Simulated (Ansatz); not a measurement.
**Worked example: C2H5ClSn + CH2ClF → C2H5FSn + CH2Cl2**

Species: C2H5ClSn `C[CH2][Sn][Cl]`, singlet; CH2ClF (chlorofluoromethane) `FCCl`, singlet; C2H5FSn `C[CH2][Sn][F]`, singlet; CH2Cl2 (dichloromethane) `ClCCl`, singlet. The partners trade Cl for F: Sn–Cl and C–F bonds give way to Sn–F and C–Cl.

Shapes, held fixed at every level: PBE0-D4/def2-TZVP. Flexible molecules stand in one conformer, not always the lowest. Programs: Ansatz 0.2.0. The zero-point and thermal change to 298 K, harmonic and unscaled (PBE0-D4/def2-TZVP), is -3.2 kJ/mol.

At CCSD(T)/def2-TZVPP; 1 Eh = 2625.50 kJ/mol:

```
 species  energy (Eh)
C2H5ClSn  -752.503279
  CH2ClF  -598.693144
 C2H5FSn  -392.502730
  CH2Cl2  -958.682638
```

Task: Work out ΔH(298 K) of the reaction at this level.

Result: 
1. Products less reactants: (-392.502730) + (-958.682638) − [(-752.503279) + (-598.693144)] = 0.011055 Eh = +29.0 kJ/mol.
2. With the thermal change: +29.0 + (-3.2) = +25.8 kJ/mol.

Other levels give +24.5 (wB97M-V/def2-TZVPP) to +37.9 kJ/mol (CCSD/def2-SVP). No measured value is set beside it here. For atoms past krypton def2 sets carry core potentials with scalar relativity. Correlated rows may include outer-core shells of Sn, which these sets cover unevenly.
